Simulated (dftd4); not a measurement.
C₄H₉S (SMILES [CH2]C(C)(C)S), doublet, geometry from GFN2-xTB; D4 for pbe run with dftd4 4.2.0.

Input for dftd4:
```
$ dftd4 mol.xyz --func pbe --charge 0 --json dftd4.json --noedisp --property

# file mol.xyz
14

C      0.58743936     0.37937218     1.48279252
C      0.24494271    -0.33022421     0.30011842
C     -0.80105123    -1.41535076     0.45284245
C      1.41092554    -0.75110211    -0.57326414
S     -0.64174228     1.10319047    -0.80711740
H     -0.12440477     0.49367211     2.27999453
H      1.47810212     0.97792090     1.52002766
H     -0.35156060    -2.27653823     0.94591929
H     -1.17349404    -1.72970817    -0.51913272
H     -1.63885989    -1.07321425     1.05655524
H      1.05683430    -1.10915794    -1.53692940
H      1.95956425    -1.55286840    -0.08168852
H      2.08692557     0.08392280    -0.73928868
H     -1.67876878     1.23875316     0.01348557
```

Problem. Predict the main parts of the log of this dftd4 run.

Solution. 
```
                    ____  _____ _____     ____  _  _
      -------------|  _ \|  ___|_   _|---|  _ \| || |------------
     |             | | | | |_    | | ___ | | | | || |_           |
     |             | |_| |  _|   | ||___|| |_| |__   _|          |
     |             |____/|_|     |_|     |____/   |_|            |
     |             ===================================           |
     |            E. Caldeweyher, S. Ehlert & S. Grimme          |
     |          Mulliken Center for Theoretical Chemistry        |
     |                    University of Bonn                     |
      -----------------------------------------------------------

Rational (Becke-Johnson) damping: pbe-D4-ATM
---------------------
  s6         1.0000
  s8         0.9595
  s9         1.0000
  a1         0.3857
  a2         4.8069
 alp        16.0000
--------------------

Atomic data, radii in Ångström:
------------------------------------------------------
   Z          R(cov)      r4/r2   hardness         EN
------------------------------------------------------
   6 C        1.0000     1.6431     0.4220     2.5500
  16 S        1.3600     2.1385     0.3892     2.5800
   1 H        0.4267     1.0622     0.4726     2.2000
------------------------------------------------------

Atomic reference systems (in atomic units):
----------------------------------------------------------------------------
   Z        #      CN     q+Z       C6(AA)   #      CN     q+Z       C6(AA)
----------------------------------------------------------------------------
   6 C      1  0.0000  6.0000      49.3833   2  0.9189  5.8288      52.1688
            3  1.9079  5.8579      35.6972   4  2.8312  5.7775      35.8445
            5  3.7487  5.7435      28.6317   6  2.9183  5.8956      32.2504
            7  0.8556  6.2103      25.6194
  16 S      1  0.0000 16.0000     134.5983   2  0.9220 15.8373     145.7512
            3  1.8445 15.7622     148.5324
   1 H      1  0.0000  1.0000       7.6362   2  0.8942  1.0000       3.0374
----------------------------------------------------------------------------

Atomic properties (in atomic units):
----------------------------------------------------------------------------
     #    Z              CN          q      C6(AA)        C8(AA)   alpha(0)
----------------------------------------------------------------------------
     1    6 C        2.9043    -0.2203     35.6973     1032.4273     9.7657
     2    6 C        3.8480    -0.0073     23.1553      669.6929     6.9291
     3    6 C        3.7759    -0.2234     27.9310      807.8135     7.6212
     4    6 C        3.7876    -0.2156     27.7283      801.9508     7.5911
     5   16 S        1.9511    -0.2197    147.7397     7237.9468    20.4935
     6    1 H        0.9261     0.1041      1.7477       21.1264     2.0673
     7    1 H        0.9262     0.1083      1.7109       20.6819     2.0454
     8    1 H        0.9246     0.0911      1.8681       22.5819     2.1374
     9    1 H        0.9248     0.0961      1.8206       22.0081     2.1100
    10    1 H        0.9248     0.0920      1.8596       22.4795     2.1325
    11    1 H        0.9248     0.0976      1.8068       21.8415     2.1020
    12    1 H        0.9247     0.0904      1.8751       22.6665     2.1414
    13    1 H        0.9249     0.0995      1.7891       21.6267     2.0917
    14    1 H        0.9229     0.1070      1.7231       20.8292     2.0528
----------------------------------------------------------------------------

Molecular properties (in atomic units):
----------------------------------------
 molecular C6                2068.4590
 molecular C8               58227.8069
----------------------------------------

Dispersion energy:      -1.1910045617051E-02 Eh

[Info] JSON dump of results written to 'dftd4.json'
```
